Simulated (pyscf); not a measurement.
Optimised with ωB97X-D3(BJ)/def2-SVP in PySCF. MP2 and CC: frozen core, UHF for open shells. ΔMP2 is the change of the MP2 total energy from the triple- to the quadruple-zeta basis. Singlets are restricted, triplets unrestricted.

Singlet (Å):
```xyz
5

Al     0.0757    -0.4759     0.5100
Si     1.8421     0.8635    -0.5421
H     -0.0201    -0.5919     2.0984
H     -0.9890    -1.2618    -0.3811
H      2.6617    -0.4371    -0.5108
```

Triplet (Å):
```xyz
5

Al    -0.0005    -0.5804     0.6530
Si     2.1791     0.1770     0.1090
H     -0.4719    -0.4558     2.1589
H     -0.9231    -1.1853    -0.4879
H      2.7904     0.1377    -1.2607
```

Task: For these two minima of `[AlH2][SiH]`, which spin state lies lower at CCSD(T)/def2-TZVPP + ΔMP2(QZVPP), and by how much (electronic energies)?

Result: The singlet, by 0.20 eV. r²SCAN, PBE0-D3(BJ) put the other state lower. Zero-point energy shifts E(triplet) − E(singlet) by +0.03 eV. Other isomers of H₂Al–SiH: [singlet] were not searched in full and may lie lower. 

E(triplet) − E(singlet) by level (eV):

| level | gap |
|---|---|
| ωB97X-D3(BJ)/def2-TZVP | +0.23 |
| PBE/def2-TZVP | +0.06 |
| r²SCAN/def2-TZVP | -0.16 |
| B3LYP-D3(BJ)/def2-TZVP | +0.18 |
| PBE0-D3(BJ)/def2-TZVP | -0.01 |
| M06-2X/def2-TZVP | +0.13 |
| ωB97M-D3(BJ)/def2-TZVP | +0.33 |
| HF/def2-TZVP | -0.47 |
| MP2/def2-QZVPP | +0.08 |
| CCSD/def2-TZVPP | +0.14 |
| CCSD(T)/def2-TZVPP | +0.16 |
| CCSD(T)/def2-TZVPP + ΔMP2(QZVPP) | +0.20 |

The triplet is the lowest one reached from the SCF start used. The CCSD(T) − MP2 part came from Ansatz, without density fitting, on the same reference.
